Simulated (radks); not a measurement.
Species: the gallium ion Ga3+. Configuration: [Ar] 3d10 (the NIST ground configuration). All-electron calculation, non-relativistic Kohn-Sham, LDA (Slater exchange, Perdew-Wang correlation), spin-polarised, spherical densities, point nucleus. Program: a radial shooting solver on a logarithmic mesh with Libxc functionals.

Normalised radial functions P(r) = r R(r), r in bohr:

| r | 2p | 3d |
|---|---|---|
| 0.002935 | 0.0070 | 0.0000 |
| 0.003731 | 0.0112 | 0.0000 |
| 0.004743 | 0.0178 | 0.0000 |
| 0.006029 | 0.0282 | 0.0001 |
| 0.007665 | 0.0445 | 0.0002 |
| 0.009666 | 0.0686 | 0.0003 |
| 0.01229 | 0.1065 | 0.0006 |
| 0.01562 | 0.1636 | 0.0012 |
| 0.01986 | 0.2479 | 0.0024 |
| 0.02504 | 0.3646 | 0.0045 |
| 0.03184 | 0.5323 | 0.0087 |
| 0.04047 | 0.7567 | 0.0165 |
| 0.05145 | 1.0408 | 0.0306 |
| 0.06541 | 1.3738 | 0.0552 |
| 0.08249 | 1.7115 | 0.0949 |
| 0.1049 | 2.0193 | 0.1604 |
| 0.1333 | 2.2043 | 0.2593 |
| 0.1695 | 2.1866 | 0.3978 |
| 0.2137 | 1.9407 | 0.5675 |
| 0.2717 | 1.4892 | 0.7644 |
| 0.3454 | 0.9581 | 0.9493 |
| 0.4391 | 0.4966 | 1.0768 |
| 0.5582 | 0.1974 | 1.1076 |
| 0.7039 | 0.0595 | 1.0350 |
| 0.8948 | 0.0117 | 0.8752 |
| 1.138 | 0.0014 | 0.6681 |
| 1.446 | 0.0001 | 0.4536 |
| 1.824 | 0.0000 | 0.2713 |
| 2.318 | 0.0000 | 0.1320 |
| 2.947 | 0.0000 | 0.0500 |

2p: eigenvalue -1124.3 eV, 0 radial nodes, <r> = 0.192 bohr, 90 % of the charge inside 0.314 bohr. 3d: eigenvalue -53.215 eV, 0 radial nodes, <r> = 0.784 bohr, 90 % of the charge inside 1.34 bohr.
